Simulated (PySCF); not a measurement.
C₂H₉BSi, SMILES CB(C)[SiH3]. Geometry: PBE-D3(BJ)/def2-SVP. This is a generated structure with no PubChem entry under its InChIKey; it may be hypothetical.

Computed equilibrium geometry at PBE-D3(BJ)/def2-SVP (PySCF confirms it by a frequency run) as a Z-matrix:
```
B
C 1 1.5693
H 2 1.1085 1 115.29
H 2 1.1099 3 110.22 1 132.13
H 2 1.1192 3 105.01 4 113.96
C 1 1.5700 2 121.11 3 147.34
H 6 1.1083 1 116.23 2 153.43
H 6 1.1102 7 110.17 1 132.34
H 6 1.1194 7 105.44 8 113.75
Si 1 2.0415 2 120.52 3 -34.24
H 10 1.5095 1 114.93 2 20.09
H 10 1.5111 11 107.72 1 -125.83
H 10 1.5141 11 106.90 12 -113.63
```
